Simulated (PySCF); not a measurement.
C₂H₆ClNSi₂, SMILES N#CC[Si@H]([SiH3])Cl.

Geometry optimised at r2SCAN-D4/def2-SVP. The structure was generated by enumeration; whether it is a known compound was not checked. The values are those of a single conformer.

Method: TDDFT-PBE0/def2-SVPD run with PySCF.

Vertical excitations. Gas-phase values at a fixed geometry.

Computed UV-visible absorptions:
```csv
state,energy (eV),λ (nm),f,main pairs
S1,6.35,195,0.014,HOMO→LUMO 97 %
S2,6.85,181,0.006,HOMO−1→LUMO 82 %
S3,6.91,179,0.048,HOMO→LUMO+1 84 %
S4,7.21,172,0.002,"HOMO−2→LUMO 31 %, HOMO−1→LUMO+4 16 %, HOMO→LUMO+4 11 %, HOMO−2→LUMO+5 6 %"
S5,7.41,167,0.016,"HOMO−1→LUMO+1 47 %, HOMO−2→LUMO 29 %"
S6,7.44,167,0.014,"HOMO→LUMO+2 54 %, HOMO−1→LUMO+1 16 %, HOMO−2→LUMO 11 %"
S7,7.49,165,0.073,"HOMO→LUMO+2 33 %, HOMO−1→LUMO+1 26 %, HOMO→LUMO+4 13 %, HOMO−2→LUMO 6 %"
S8,7.64,162,0.017,HOMO−3→LUMO 72 %
S9,7.78,159,0.125,"HOMO→LUMO+3 66 %, HOMO→LUMO+4 13 %"
S10,7.89,157,0.025,"HOMO→LUMO+4 31 %, HOMO−1→LUMO+2 20 %, HOMO−4→LUMO 9 %, HOMO−3→LUMO 6 %"
T1,5.63,220,0,HOMO→LUMO 92 %
T2,5.93,209,0,"HOMO−1→LUMO 30 %, HOMO−2→LUMO+4 10 %, HOMO−1→LUMO+5 9 %, HOMO→LUMO+1 6 %"
T3,6.09,203,0,HOMO→LUMO+1 83 %
T4,6.47,191,0,"HOMO−2→LUMO+4 38 %, HOMO−1→LUMO 29 %, HOMO−2→LUMO+3 13 %"
```
Triplets are in the Tamm–Dancoff approximation, which puts them higher than full response would, so one can lie above its singlet here.
